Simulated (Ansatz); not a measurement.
Molecule: sum formula TiH$_{3}$F (charge 0, singlet). 
Coordinates optimised at B3LYP-D3(BJ)/def2-TZVP (Ansatz, a quantum-chemistry and plane-wave program):
SMILES: [F][TiH3]
```xyz
5

Ti    -0.4011    -0.0034    -0.0943
F      1.2966     0.0111     0.3048
H     -1.2846     0.6698     1.1829
H     -0.9044    -1.5989    -0.3519
H     -0.6561     0.9047    -1.4998
```
Charge 0, spin multiplicity 1.

Basis-set convergence of Hartree-Fock and MP2 correlation energies (hartree) with Ansatz. Valence correlation only, unless marked. No spin-orbit coupling. The frozen core is the preceding noble-gas configuration, with the filled d and f shells of earlier blocks. Non-relativistic.

The T1 diagnostic of CCSD in the largest basis is 0.028, which is high, so the coupled-cluster rows are less sure than usual.

```json
[
 {"basis": "def2-SVPD", "functions": "81", "E(HF)": "-949.37743", "E(corr, MP2)": "-0.34602"},
 {"basis": "def2-TZVPPD", "functions": "158", "E(HF)": "-949.62097", "E(corr, MP2)": "-0.42128"},
 {"basis": "def2-QZVPPD", "functions": "258", "E(HF)": "-949.64109", "E(corr, MP2)": "-0.45055"}
]
```

Extrapolating the two largest sets (X = 3 and 4) as X^-3: E(corr) = (64·(-0.45055) - 27·(-0.42128))/37 = -0.4719 Eh, an estimate of the basis-set limit. The largest set recovers 95.5 % of it, the smallest 73.3 %.
